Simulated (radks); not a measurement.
The numbers below are computed, except where a source is named.
Effect of the nuclear size on neutral promethium, [Xe] 4f5 6s2. Code: a radial shooting solver on a logarithmic mesh with Libxc functionals. Model: Dirac Kohn-Sham, PBE, spin-unpolarised, spherical densities, finite nucleus; open shells are shared between the two j in proportion to 2j + 1; Fermi nuclear charge, rms radius 4.962 fm. The rms radius is varied about that value; shifts are against it.

rms radius (fm),total energy shift (eV),density at nucleus (e/bohr^3),1s1/2 shift (meV),2s1/2 shift (meV),5s1/2 shift (meV),5p1/2 shift (meV),6s1/2 shift (meV),4f7/2 shift (meV),6p1/2 (empty) shift (meV)
4.2921,-3.69,5.095e+05,-1530,-191,-1.38,0.198,-0.059,0.301,0.062
4.5899,-2.10,5.016e+05,-868,-109,-0.785,0.113,-0.033,0.172,0.035
4.962,0,4.927e+05,0.000,0.000,0.000,0.000,0.000,0.000,0.000
5.2746,1.86,4.858e+05,770,96.6,0.696,-0.100,0.030,-0.152,-0.031
6.1628,7.62,4.687e+05,3150,396,2.85,-0.409,0.121,-0.622,-0.128

Slopes of the eigenvalues against <r^2> in GHz/fm^2, as finite differences over the two radii next to the reference (eigenvalue slopes, not the field-shift constants of lines): 1s1/2 58600, 2s1/2 7360, 5s1/2 53.0, 5p1/2 -7.62, 6s1/2 2.26, 4f7/2 -11.6, 6p1/2 (empty) -2.38.
